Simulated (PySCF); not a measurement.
C2H6FNSi.
Bonds: C1–C2 (double), C2–F3, C2–Si4, Si4–N5. Hydrogens: H6, H7 on C1; H8, H9 on Si4; H10, H11 on N5.

Method: PBE0-D3(BJ)/def2-SVP geometry optimisation, gas phase (PySCF); density fitting, grid level 1; the optimiser is geomeTRIC in internal coordinates, started from a GFN2-xTB structure with every atom displaced at random (about 0.01 Å).

Step 0: E = -14238.4982 eV
```
atom  x, y, z in Å  |  force x, y, z in eV/Å
C1     -1.7109   -0.5229   -0.3502   -0.833   2.088  -0.344
C2     -0.9437    0.5623   -0.3525    0.378   1.035  -0.157
F3     -1.5261    1.7830   -0.5977    0.438  -0.825   0.174
Si4     0.9688    0.6517   -0.0794   -1.953  -0.306   0.561
N5      1.3506   -0.8808    0.5801   -0.354  -0.523   0.614
H6     -1.3132   -1.4625   -0.1814    1.034  -2.147   0.373
H7     -2.7775   -0.4288   -0.5363   -0.266   0.012  -0.024
H8      1.2059    1.8459    0.7466    0.150   0.421   0.222
H9      1.6451    0.7508   -1.3324    0.701   0.267  -1.132
H10     0.8309   -1.2309    1.3879    0.076   0.226  -0.256
H11     2.3197   -1.1020    0.7071    0.629  -0.249  -0.031
```

Step 1: E = -14238.6272 eV
```
atom  x, y, z in Å  |  force x, y, z in eV/Å
C1     -1.7705   -0.4699   -0.3975    0.096  -0.745   0.065
C2     -0.9852    0.5965   -0.3766    0.745  -0.069   0.221
F3     -1.4359    1.8378   -0.5778   -0.315   0.209  -0.093
Si4     0.8850    0.5564   -0.0643   -0.045   0.508  -0.253
N5      1.3880   -0.9470    0.6391   -0.260   0.094   0.065
H6     -1.2551   -1.4358   -0.2360   -0.426   0.304  -0.069
H7     -2.8483   -0.4430   -0.5751   -0.003   0.026  -0.008
H8      1.1370    1.7940    0.7460    0.052  -0.051   0.061
H9      1.5741    0.7678   -1.3801    0.074  -0.154   0.146
H10     0.9728   -1.1697    1.5422    0.084  -0.039  -0.084
H11     2.3875   -1.1211    0.6721   -0.001  -0.081  -0.051
```

Step 2: E = -14238.6725 eV
```
atom  x, y, z in Å  |  force x, y, z in eV/Å
C1     -1.7526   -0.4925   -0.3847    0.037  -0.323   0.060
C2     -0.9518    0.5738   -0.3688   -0.164  -0.371   0.031
F3     -1.5019    1.7757   -0.6021    0.098   0.314  -0.041
Si4     0.9124    0.6033   -0.0614    0.002   0.168  -0.073
N5      1.3852   -0.9158    0.6243   -0.096   0.058   0.062
H6     -1.3777   -1.5069   -0.2118    0.164   0.204  -0.007
H7     -2.8229   -0.3868   -0.5790   -0.044   0.095  -0.010
H8      1.1718    1.8262    0.7687   -0.017  -0.021   0.004
H9      1.6441    0.7823   -1.3521    0.017  -0.034   0.035
H10     0.9658   -1.1630    1.5164    0.030  -0.038  -0.013
H11     2.3774   -1.1306    0.6422   -0.028  -0.051  -0.049
```

**Question.** Estimate the geometry and energy of step 3. (The exact step hangs on the optimiser's Hessian estimate; all steps are aligned on step 2, rigid shifts and turns removed.)

**Answer.** E = -14238.6904 eV, largest force 0.261 eV/Å
```
atom  x, y, z in Å  |  force x, y, z in eV/Å
C1     -1.7218   -0.5049   -0.3666   -0.083   0.247  -0.017
C2     -0.9547    0.5878   -0.3698   -0.011  -0.097  -0.011
F3     -1.4857    1.8023   -0.6151   -0.089  -0.113  -0.013
Si4     0.9035    0.6288   -0.0654    0.054  -0.016   0.010
N5      1.3316   -0.9081    0.6089    0.036   0.018   0.065
H6     -1.2775   -1.4818   -0.1787    0.110  -0.015   0.005
H7     -2.7982   -0.4464   -0.5543    0.002   0.027   0.000
H8      1.1781    1.8415    0.7732   -0.023  -0.010  -0.005
H9      1.6557    0.7831   -1.3446    0.020   0.017  -0.011
H10     0.9063   -1.1665    1.4940    0.011  -0.016   0.015
H11     2.3124   -1.1700    0.6101   -0.028  -0.043  -0.038
```

The energy changes by -0.0179 eV. The first-order estimate −F·Δx gives -0.0395 eV and the mean of the old and new forces, exact on a quadratic surface, -0.0186 eV. The step makes an angle of 73° with the force vector and moves no atom by more than 0.108 Å.

What follows is the cost of the whole optimisation. The run took 39 s on one thread, Arm Neoverse V1 (aarch64), shared host with 32 logical CPUs at a one-minute load of 8.9, and the process peaked at 0.42 GiB of memory.
